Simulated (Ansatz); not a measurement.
A trace of molecular dynamics of GaH7N2O (11 atoms, charge 0, multiplicity 1).

Level of theory: RKS PBE-D4/def2-SVP (Ansatz).

```yaml
ensemble: NVE (velocity Verlet)
starting_velocities_drawn_for: 300 K
seed: 4689
```

```tsv
time (fs)	T (K)	potential energy less start (eV)	conserved less start (meV/atom)
0	300	0.000	0.00
4	208	0.108	0.06
8	156	0.169	0.12
12	124	0.206	0.18
16	118	0.213	0.17
20	229	0.084	0.11
24	361	-0.070	0.10
28	489	-0.219	0.06
32	659	-0.418	0.00
36	701	-0.466	0.09
40	618	-0.369	0.07
44	525	-0.260	0.11
48	571	-0.315	-0.01
52	722	-0.491	0.01
56	823	-0.608	-0.02
60	725	-0.494	0.10
64	629	-0.382	0.09
68	584	-0.329	0.13
72	573	-0.317	0.06
76	602	-0.351	0.07
80	650	-0.407	0.04
84	655	-0.412	0.12
88	679	-0.439	0.13
92	587	-0.332	0.17
96	475	-0.201	0.19
100	495	-0.225	0.16
```

Question: Is this trajectory sound?

Answer: The conserved energy stayed within 0.25 meV per atom of its start (net change 0.16 meV per atom), so the integration is sound. The kinetic energy rose, since the run started high on the potential surface and went downhill. It ends in pieces (GaH5N2O + H2), so much of that is their flight and rotation, not heat. A run of 0.1 ps of so small a system gives no equilibrium averages. The orbitals stay closed-shell, which can raise the energy where a bond breaks towards radicals; this wasn't checked here. The time step was 0.5 fs.

The run took 5.2 min on 2 threads of Arm Neoverse V2, with other jobs on the host, peak memory 0.15 GiB.
